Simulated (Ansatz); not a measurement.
```yaml
crystal:
  periodic: [false, false, false]
  atoms:
    - {symbol: N, position_ang: [0.772053, -0.040123, 1.674227]}
    - {symbol: C, position_ang: [0.272422, 0.041355, 0.545221]}
    - {symbol: O, position_ang: [-0.326230, -0.947637, -0.272667]}
    - {symbol: Al, position_ang: [-0.379733, 0.550484, -1.126915]}
    - {symbol: Cl, position_ang: [-1.031333, 1.318732, -2.925511]}
    - {symbol: H, position_ang: [0.735020, -0.986911, 2.059345]}
basis:
  gaussian: {orbitals: "6-31++G**"}
hamiltonian: {xc: {name: HF}}
correlation: {active_space: {window: {electrons: 6, orbitals: 2}}}
```

```sh
$ ansatz run in.yaml --threads 2 --pin off --events-out ev --progress --plain --max-ram 4352MiB
```

Output, abridged:

```
Functional definition: HF
943 factors; integrals over basis functions are off by at most 5.7e-4 eV
mean field evaluation 1: about -23647.1270 eV, gradient 4.5e1 eV
mean field evaluation 2: about -23647.2023 eV, gradient 4.5e1 eV
mean field evaluation 4: about -23651.7436 eV, gradient 4.3e0 eV
mean field evaluation 8: about -23651.8300 eV, gradient 6.4e-1 eV
mean field evaluation 16: about -23651.8330 eV, gradient 2.0e-6 eV
mean field -23651.83295061 eV, -869.1888291468 hartree, gradient 2.0e-6 eV, S^2 0.000000; 0 other end points of the search recorded, 0 dependent functions left out
reference -23651.83295061 eV, -869.1888291468 hartree; 26, 26 occupied and 83, 83 virtual orbitals, 943 factors
Error: 6 electrons in 2 orbitals form no window around the highest filled level of the reference
```

Problem. What is wrong with this run?

Solution. The active space doesn't fit the electrons. The run stopped with an error.
